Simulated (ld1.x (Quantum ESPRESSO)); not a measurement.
Which change was made? (Bi, RRKJ)

ld1.x (Quantum ESPRESSO) 7.5 input, shortened:

```
&input
   title='Bi', zed=83., rel=0, dft='PBESOL', iswitch=3,
   config='[Xe] 4f14 5d10 6s1.75 6p3.25'
 /
 &inputp
   pseudotype=2, tm=.false., rho0=0.001, lloc=0,
   nlcc=.false.
 /
2
6P  2  1   3.25   0.00  2.15  2.15  0.0
6S  1  0   1.75   0.00  1.60  1.60  0.0
 &test
   configts(1)='6s1.75 6p3.25'
 /
```

Cutoffs, loose and tight: the cutoffs (Ry, on a coarse ladder) from which the occupation-weighted sum of valence levels, in a spherical-Bessel basis at the reference potential, stays within 10 and 1 mRy of its value at 400 Ry. They do not see the model core or the augmentation charge, which bear on the density cutoff. Test errors are all-electron minus pseudo excitation energies from the reference, over the configurations 6s2 6p3; 6s2 6p2; 6s2 6p1; 6s2 6p2.5; 6s0 6p5; 6s1 6p3; 6s1 6p0; variants that change the core or the reference have their own tests.

The base gives: outcome: generated; cutoff, loose: 35 Ry; cutoff, tight: 140 Ry; bound ghosts: none; largest test error (meV): +240.

After one change the result is: outcome: failed: new_paw_hamiltonian: negative rho. Which change was it?
A. type TM; local potential the p channel; rho0 0
B. wave 6s (bound): rc 1.60 bohr becomes 6s (bound): rc 2.10 bohr
C. type PAW; waves now 6s (bound): rcut 1.40, rcutus 1.60 bohr; 6s channel at 1.55 Ry: rcut 1.40, rcutus 1.60 bohr; 6p (bound): rcut 1.85, rcutus 2.15 bohr; 6p channel at 0.15 Ry: rcut 1.85, rcutus 2.15 bohr; local potential all-electron potential smoothed inside 2.00 bohr (lloc = -1); core correction a·sin(br)/r model core, default radius (ld1.x builds one for every PAW set, though the input has nlcc=.false.); augmentation PSQ, inside the norm-conserving radii; rho0 0
D. functional BLYP
E. reference 6s2 6p2.75

C. The others give: wave 6s (bound): rc 1.60 bohr becomes 6s (bound): rc 2.10 bohr → outcome: generated; cutoff, loose: 18 Ry; cutoff, tight: 30 Ry; bound ghosts: none; largest test error (meV): +86 | reference 6s2 6p2.75 → outcome: generated; cutoff, loose: 35 Ry; cutoff, tight: 140 Ry; bound ghosts: none; largest test error (meV): +93 | type TM; local potential the p channel; rho0 0 → outcome: generated; cutoff, loose: 35 Ry; cutoff, tight: 140 Ry; bound ghosts: none; largest test error (meV): +322 | functional BLYP → outcome: generated; cutoff, loose: 35 Ry; cutoff, tight: 140 Ry; bound ghosts: none; largest test error (meV): +843.
